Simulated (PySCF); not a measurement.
CH4AlCl2N, SMILES C[NH][Al]([Cl])[Cl].

Coordinates come from a B3LYP-D3(BJ)/def2-SVP optimisation. The structure was generated by enumeration; whether it is a known compound was not checked. The values are those of a single conformer.

Level of theory: PySCF with HF/def2-TZVP.

Gas-phase values at a fixed geometry.

Computed frontier levels, gap, dipole moment and polarisability:
The highest occupied level is -10.56 eV and the lowest empty level comes out as 2.37 eV. The orbital gap is 12.93 eV and the dipole moment comes out as 2.37 D. The quadrupole, principal values (traceless, Buckingham form, about the centre of nuclear charge) is -5.51, 2.13, 3.38 D·Å. The mean static polarisability comes out as 60.5 bohr³ (8.97 Å³) and the polarisability, principal values is 48.8, 62.8, 70.1 bohr³.
